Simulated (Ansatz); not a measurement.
The As1–N2 bond of AsN is stretched (multiplicity 1).


Frozen-core correlation. Filled d and f shells under p-block atoms count as core.

Run with Ansatz (Gaussian basis) for Hartree–Fock, density functionals and correlated methods. 

Energies above the point at 1.611 Å (the B3LYP-D3(BJ) bond length), FIC-MRCISD+Q on CASSCF(10,8)/cc-pVTZ (kcal/mol): 28.44 at 1.450 Å; 7.00 at 1.773 Å; 104.64 at 6.446 Å.

Q: Take the last value as the depth D of a Morse curve D(1 − e^(−a(R − R₀)))², fit a and R₀ to the two near points, and test it at 2.175 and 2.820 Å.

A: 
With D = 104.6, both near points (counted from the curve's value at 1.611 Å) are met by a = 2.27 Å⁻¹ and R₀ = 1.636 Å, so k = 2Da² = 1075 kcal/(mol Å²). The curve then gives 51.7 and 90.5 kcal/mol; the level itself gives 58.2 and 97.6, so Morse is off by -6.5 and -7.2.

Ansatz is a first-principles code.
